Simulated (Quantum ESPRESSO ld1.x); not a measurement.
Values are calculated unless marked as measured or tabulated.
Problem. The table gives one normalised radial function P(r) = r R(r) (large component) of Ag+ in [Ar] 3d10 4s1 4p6 4d10 5p1 (r in bohr). Level of theory: Dirac Kohn-Sham, BLYP, spin-unpolarised, spherical densities, point nucleus; open shells are shared between the two j in proportion to 2j + 1 (ld1.x of Quantum ESPRESSO 7.5).

r,P
0.001068,0.0020
0.001436,0.0030
0.00193,0.0044
0.002574,0.0067
0.003461,0.0103
0.004653,0.0162
0.006256,0.0257
0.008412,0.0407
0.01122,0.0633
0.01508,0.0986
0.02028,0.1497
0.02727,0.2186
0.03666,0.3011
0.04889,0.3777
0.06573,0.4155
0.08838,0.3550
0.1188,0.1447
0.1585,-0.1912
0.2131,-0.5326
0.2865,-0.6190
0.3851,-0.2604
0.5178,0.4305
0.6906,1.0157
0.9285,1.1441
1.248,0.8166
1.678,0.3899
2.257,0.1216
3.01,0.0240
4.046,0.0024
5.44,0.0001
7.314,0.0000
9.834,0.0000

Which n and l does it have? It may be an empty orbital.

Solution. n = 4, l = 1: the number of nodes gives n - l - 1 = 2, the rise at small r points to l (for j = l - 1/2 the large component starts as r^gamma with gamma = sqrt(l^2 - (Z/c)^2) = 0.94 and the r^(l+1) term takes over further out; the orbital of l - 1 with the same j starts with the same power, but with a larger coefficient, and does not steepen), and the extent must fit the shell. The curve is that of 4p1/2; the two j differ most near the nucleus, where j = l - 1/2 has the larger amplitude, and in heavy atoms j = l - 1/2 is also the more compact. 4p1/2: eigenvalue -77.737 eV, 2 radial nodes at r = 0.136, 0.434 bohr, <r> = 0.968 bohr, 90 % of the charge inside 1.43 bohr.
